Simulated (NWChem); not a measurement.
System: C2HBF2; SMILES C#CB(F)F

The following NWChem deck was run.

```
start job
memory heap 200 mb stack 900 mb global 1100 mb
geometry units angstroms noautoz
  B     -0.000232     0.479116     0.000000
  C     -0.000240    -1.047793     0.000000
  C      0.000650    -2.262852     0.000000
  H      0.002056    -3.338979     0.000000
  F     -0.000136     1.159700    -1.126331
  F     -0.000136     1.159700     1.126331
end
basis spherical
  B library def2-svp
  C library def2-svp
  H library def2-svp
  F library def2-svp
end
dft
  xc b3lyp
  iterations 150
  vectors input atomic output neutral.movecs
end
task dft energy
charge 1
dft
  odft
  mult 2
  vectors input atomic output cation.movecs
end
task dft energy
```

All runs use the structure optimised with PBE0/def2-SVP. B3LYP is NWChem's, with the RPA form of VWN correlation.

Ions are spin-unrestricted doublets at the neutral geometry; other ion states weren't tried.

**Question.** Predict the main results of this run. (B3LYP/def2-SVP, vertical spin-unrestricted ions.) Quantities: vertical ionisation energy, ΔSCF (eV); −ε(HOMO) (eV).

**Answer.** The vertical ionisation energy, ΔSCF (eV) comes out as 11.50. The −ε(HOMO) (eV) is 8.46.
